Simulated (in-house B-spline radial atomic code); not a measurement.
A fraction x of an electron is removed from 3d in Ge V (Ge4+), starting from [Ar] 3d10 and keeping the highest spin. Method: non-relativistic BHandHLYP, spin-polarised, spherical fractional occupations, point nucleus. Calculated with an all-electron radial atomic-structure program (B-spline basis).

Caution: exact exchange at fractional occupations of open shells leaves self-interaction of up to several eV.

```json
{"x": "0", "E(x) - E(0) (eV)": "0.0000", "3d down level (eV)": "-86.367"}
{"x": "0.1", "E(x) - E(0) (eV)": "8.7465", "3d down level (eV)": "-88.566"}
{"x": "0.21", "E(x) - E(0) (eV)": "18.6228", "3d down level (eV)": "-91.007"}
{"x": "0.33", "E(x) - E(0) (eV)": "29.7046", "3d down level (eV)": "-93.693"}
{"x": "0.42", "E(x) - E(0) (eV)": "38.2282", "3d down level (eV)": "-95.725"}
{"x": "0.5", "E(x) - E(0) (eV)": "45.9589", "3d down level (eV)": "-97.542"}
{"x": "0.56", "E(x) - E(0) (eV)": "51.8525", "3d down level (eV)": "-98.913"}
{"x": "0.69", "E(x) - E(0) (eV)": "64.9052", "3d down level (eV)": "-101.903"}
{"x": "0.87", "E(x) - E(0) (eV)": "83.6237", "3d down level (eV)": "-106.090"}
{"x": "0.93", "E(x) - E(0) (eV)": "90.0313", "3d down level (eV)": "-107.498"}
{"x": "1", "E(x) - E(0) (eV)": "97.6139", "3d down level (eV)": "-109.148"}
```

The exact functional would give a straight line between the two integer points. Deviations E(x) - E(0) - x[E(1) - E(0)], in eV: -1.015 at x = 0.1, -1.876 at x = 0.21, -2.508 at x = 0.33, -2.77 at x = 0.42, -2.848 at x = 0.5, -2.811 at x = 0.56, -2.448 at x = 0.69, -1.3 at x = 0.87, -0.75 at x = 0.93.

The curve lies below the straight line by up to 2.848 eV (at x = 0.5): convex, the delocalisation error, to which spherically averaged exact exchange adds.

Q: How well does Slater's transition state (minus the level at half occupation) give the ionisation energy?

A: It gives 97.542 eV against 97.614 eV from the two total energies; NIST lists 90.50 eV, ground level to ground level. The end point has an open shell averaged over its orbitals, so its exact exchange keeps a self-interaction and this is no true integer point.
